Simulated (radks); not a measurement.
Results of a calculation; reference values are marked as such.
The rubidium anion Rb- inside a hard spherical wall (all orbitals vanish at R), configuration held at [Kr] 5s2 and not refilled when levels cross. Level of theory: scalar-relativistic Kohn-Sham, PBEsol, spin-unpolarised, spherical densities, point nucleus (a radial shooting solver on a logarithmic mesh with Libxc functionals). Eigenvalues in eV, with the zero of energy where the potential of the charges vanishes at infinity; a dash marks a level that is unbound or too diffuse for the functional's potential to be trusted. A positive occupied level is held by the wall or, in an anion where self-interaction has pushed it up, behind a barrier. The pressure on the wall is -dE/dV.

R (bohr)  E (hartree)  kinetic (hartree)    e(3d)    e(4s)    e(4p)   e(5s)  e(5p, empty)  e(6s, empty)  pressure (GPa)
20        -2979.36624           3051.092  -100.18  -28.096  -12.174   0.777         1.600         2.040         0.00131
15        -2979.36286           3051.106  -99.818  -27.739  -11.820   1.010         2.025         3.193          0.0164
12        -2979.35304           3051.143  -99.184  -27.111  -11.200   1.447         2.712         4.980          0.0973
7         -2979.21084           3051.544  -95.892  -23.910   -8.089   4.876         7.783        17.848            4.24
5         -2978.78715           3052.765  -91.639  -20.167   -4.553  12.184        17.908        42.267            42.4
4         -2977.95813           3055.383  -85.587  -15.516   -0.009  24.124        33.025        76.220             209
3.5       -2976.93873           3058.621  -79.499  -11.102    4.575  37.044        48.355        108.95             543
3         -2974.80593           3065.139  -69.311   -3.605   12.789  61.001        75.462        164.71            1610
2         -2957.00007           3113.066  -22.552   42.860   65.720  214.44        237.77        480.25           24600
